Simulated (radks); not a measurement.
Q: Li-, configuration [He] 2s2. Method: non-relativistic Kohn-Sham, r2SCAN, spin-unpolarised, spherical densities, point nucleus; meta-GGA in the generalised Kohn-Sham scheme; hard spherical wall at 3.5 bohr; computed with a radial shooting solver on a logarithmic mesh with Libxc functionals. Some entries of the table are withheld. Estimate them.

| orbital | occ. | eigenvalue (hartree) | r(max) (bohr) | <1/r> (bohr^-1) |
|---|---|---|---|---|
| 1s | 2 | (1) | 0.3661 | 2.622 |
| 2s | 2 | 0.73498 | (2) | 0.7410 |
| 2p | 0 | (3) | (4) | 0.5804 |
| 3d | 0 | 1.44198 | 2.306 | 0.4784 |
| 3s | 0 | (5) | (6) | 0.9804 |

A: 
(1) 1s eigenvalue (hartree): -1.14946
(2) 2s r(max) (bohr): 2.119
(3) 2p eigenvalue (hartree): 0.81666
(4) 2p r(max) (bohr): 2.010
(5) 3s eigenvalue (hartree): 2.59026
(6) 3s r(max) (bohr): 2.770
